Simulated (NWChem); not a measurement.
Species: CH$_{3}$Cl$_{2}$FSi; SMILES FC[SiH](Cl)Cl

```xyz
8

F     -2.1574    -0.0058    -0.7536
C     -1.7258    -0.0046     0.5693
Si     0.1708     0.0005     0.6382
Cl     0.8904     1.6944    -0.2967
Cl     0.8994    -1.6896    -0.2967
H     -2.1247    -0.8941     1.0764
H     -2.1294     0.8828     1.0764
H      0.6520     0.0018     2.0381
```
Atoms are numbered in this order, from 1.

All runs use the structure optimised with B3LYP/6-31G* (spherical d).

Task: Give the principal values of the shielding tensors (ppm) of F1, C2, Si3, Cl4 from B3LYP/6-311G** (spherical d), GIAO (NWChem), with their diamagnetic and paramagnetic parts as GIAO splits them.

Result: 
```tsv
atom	σ11	σ22	σ33	isotropic	diamagnetic	paramagnetic
F1	443.6	468.1	502.3	471.4	469.0	2.3
C2	67.2	81.8	155.5	101.5	248.5	-146.9
Si3	264.8	337.1	355.1	319.0	878.4	-559.4
Cl4	719.7	877.6	1019.2	872.1	1147.5	-275.4
```
